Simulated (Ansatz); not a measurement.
Relaxation of a periodic cell of 36 atoms, H₆C₂O (packed as 4 CH3CH2OH, density as packed 0.79 g/cm³ with natural masses), to a largest force component of 0.3 eV/Å in at most 15 steps.

Theory: Ansatz, DFT PBE-D3(BJ), scalar-relativistic, plane waves, PAW. Settings: accuracy low, cutoff 420 eV, k mesh 1x1x1, fermi-dirac smearing 0.05 eV, no spin polarisation.

```xyz
36
Lattice="7.2936 0.0000 0.0000 0.0000 7.2936 0.0000 0.0000 0.0000 7.2936" Properties=species:S:1:pos:R:3:forces:R:3
C 1.071 0.926 5.336 0.00 0.16 0.34
C -0.058 1.907 5.115 0.40 -0.65 0.10
O -1.272 1.228 5.434 -0.35 0.08 -0.11
H -2.004 1.851 5.294 0.17 -0.08 -0.04
H 0.077 2.790 5.755 0.05 0.05 0.09
H -0.062 2.250 4.071 0.00 -0.24 0.10
H 2.035 1.389 5.108 -0.02 -0.01 0.11
H 1.079 0.593 6.376 0.01 0.00 0.25
H 0.939 0.053 4.694 0.07 -0.16 -0.08
C 5.662 5.422 7.637 -0.07 -0.10 -0.86
C 5.093 4.431 6.648 0.05 0.55 0.07
O 4.517 3.367 7.405 0.03 0.00 -0.22
H 4.149 2.724 6.776 0.10 0.10 0.10
H 4.336 4.918 6.017 -0.10 0.03 -0.12
H 5.887 4.058 5.986 0.02 -0.03 0.00
H 6.121 6.267 7.117 0.08 0.10 -0.14
H 4.870 5.798 8.288 0.03 -0.11 -0.16
H 6.419 4.939 8.258 -0.11 -0.11 -0.40
C 3.201 1.190 1.404 -0.17 -0.20 0.19
C 2.075 1.638 2.309 0.20 -0.15 -0.27
O 0.865 1.518 1.564 -0.24 -0.02 0.05
H 0.135 1.803 2.138 0.05 -0.02 -0.14
H 2.044 1.013 3.213 -0.02 -0.04 -0.18
H 2.238 2.677 2.629 0.04 0.20 0.00
H 4.162 1.260 1.921 0.12 0.10 -0.06
H 3.042 0.156 1.094 -0.04 -0.26 -0.04
H 3.235 1.818 0.511 -0.18 -0.24 0.25
C 6.978 4.385 3.251 -0.11 0.46 0.16
C 6.392 5.768 3.083 0.23 0.08 0.28
O 4.972 5.623 3.064 -0.23 0.18 0.54
H 4.587 6.507 2.956 0.01 -0.04 0.09
H 6.709 6.417 3.911 -0.11 0.01 0.14
H 6.753 6.221 2.149 0.06 0.20 0.25
H 8.071 4.429 3.273 0.15 -0.02 0.03
H 6.625 3.940 4.183 -0.02 0.33 -0.17
H 6.669 3.744 2.423 -0.09 -0.16 -0.15
```

Q: Where does it end, and by what steps?

A: The forces met the threshold. The threshold is loose, so the end isn't yet a minimum. The force dipped under the threshold on the way, but the program's further checks kept it going. Limits of this set-up: coarse k mesh, low accuracy level. After 2 steps the energy has fallen by 0.743 eV; H18 moved furthest, 0.34 Å.

```tsv
step	energy less start (eV)	largest force component (eV/Å)	accepted
0	0.0000	0.856	yes
1	-0.5264	0.229	yes
2	-0.7431	0.268	yes
```

```xyz
36
Lattice="7.2936 0.0000 0.0000 0.0000 7.2936 0.0000 0.0000 0.0000 7.2936" Properties=species:S:1:pos:R:3
C 1.153 0.808 5.587
C 0.036 1.751 5.222
O -1.238 1.130 5.439
H -1.920 1.783 5.206
H 0.119 2.676 5.823
H 0.120 2.045 4.164
H 2.113 1.302 5.407
H 1.088 0.527 6.645
H 1.105 -0.087 4.949
C 5.651 5.532 7.387
C 5.003 4.531 6.481
O 4.493 3.490 7.324
H 4.123 2.794 6.759
H 4.203 4.984 5.875
H 5.768 4.120 5.806
H 6.075 6.386 6.849
H 4.917 5.877 8.128
H 6.447 5.019 7.932
C 3.177 1.027 1.402
C 2.053 1.573 2.245
O 0.839 1.440 1.500
H 0.118 1.812 2.035
H 1.991 1.001 3.180
H 2.245 2.635 2.502
H 4.152 1.185 1.887
H 3.030 -0.039 1.177
H 3.185 1.584 0.468
C 6.978 4.516 3.237
C 6.366 5.898 3.214
O 4.944 5.724 3.250
H 4.536 6.595 3.136
H 6.686 6.475 4.093
H 6.691 6.446 2.314
H 8.077 4.543 3.230
H 6.652 4.029 4.150
H 6.635 3.906 2.385
```

The run took 7.1 s on 1 thread of Arm Neoverse V2, on a shared host, peak memory 0.4 GiB.
